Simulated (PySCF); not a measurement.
Ge(F)(Me) (CH₃FGe), SMILES [CH3][Ge][F] (connectivity only; charge and spin as stated), neutral, multiplicity 1.

The structure is a stationary point at B3LYP-D3(BJ)/def2-TZVP.

The numbers are results of TDA-ωB97X/def2-SVPD run with PySCF, not measurements.

Vertical excitations. Gas-phase values at a fixed geometry. State labels are in the subgroup Cs.

Computed lowest excited states:
```csv
state,symmetry,energy (eV),λ (nm),f,main pairs
S1,A",3.25,381,0.035,HOMO→LUMO 97 %
S2,A',6.08,204,0.109,HOMO→LUMO+1 83 %
S3,A",7.01,177,0.050,HOMO−1→LUMO 94 %
S4,A',7.17,173,0.004,HOMO→LUMO+2 89 %
S5,A',7.45,167,0.583,HOMO→LUMO+3 89 %
S6,A",7.56,164,0.011,HOMO−3→LUMO 86 %
S7,A',8.01,155,0.062,HOMO−2→LUMO 86 %
S8,A",8.58,144,0.011,HOMO−5→LUMO 87 %
S9,A',8.71,142,0.068,HOMO−4→LUMO 84 %
S10,A',8.91,139,0.005,HOMO→LUMO+4 84 %
T1,A",2.19,567,0,HOMO→LUMO 98 %
T2,A',5.15,241,0,HOMO→LUMO+1 87 %
T3,A",6.22,199,0,HOMO−1→LUMO 90 %
T4,A',6.64,187,0,"HOMO→LUMO+3 41 %, HOMO→LUMO+2 40 %"
```
Triplets are in the Tamm–Dancoff approximation.
